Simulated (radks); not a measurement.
Species: Nd37+. Configuration: [Ar] 3d5.

All-electron calculation, Dirac Kohn-Sham, LB94 model potential, spin-unpolarised, spherical densities, finite nucleus; open shells fill j = l - 1/2 first; Fermi nuclear charge, rms radius 4.9123 fm. Program: a radial shooting solver on a logarithmic mesh with Libxc functionals.

Energy parts (eV):
part                  energy
kinetic            255789.62
electron-nucleus  -529928.01
Hartree             43384.74
(The LB94 potential has no energy functional, so no total or exchange-correlation energy is given.)

Orbitals (lengths in bohr, moments of r in powers of bohr; r(90%) holds 90 % of the orbital's charge):
orbital  occ.  eigenvalue (eV)  r(90%)  <1/r>
1s1/2       2        -45391.82  0.0426  66.11
2s1/2       2        -8871.053   0.155  15.74
2p1/2       2        -8510.839   0.137  15.72
2p3/2       4        -7980.864   0.146  14.13
3s1/2       2        -3140.951   0.370  5.986
3p1/2       2        -2994.684   0.360  5.929
3p3/2       4        -2875.511   0.375  5.521
3d3/2       4        -2639.260   0.340  5.421
3d5/2       1        -2611.789   0.344  5.318

The highest occupied level is 3d5/2 at -2611.8 eV. For comparison, the ionisation energy in NIST's Atomic Spectra Database is 2627 eV (theoretical). In exact Kohn-Sham theory the highest level is minus the ionisation energy, but local and semilocal functionals leave it too shallow, through self-interaction and a potential that decays too fast; potentials with the right tail come closer. The density falls to 0.001 e/bohr^3 at r = 0.78 bohr. Summed over all electrons, <r^2> = 0.9416 bohr^2, which gives a Langevin (diamagnetic) susceptibility term of -0.746 x 10^-6 cm^3/mol.

Beside tabulated values, note that spin-unpolarised runs miss the spin-polarisation part of the exchange energy of open shells.
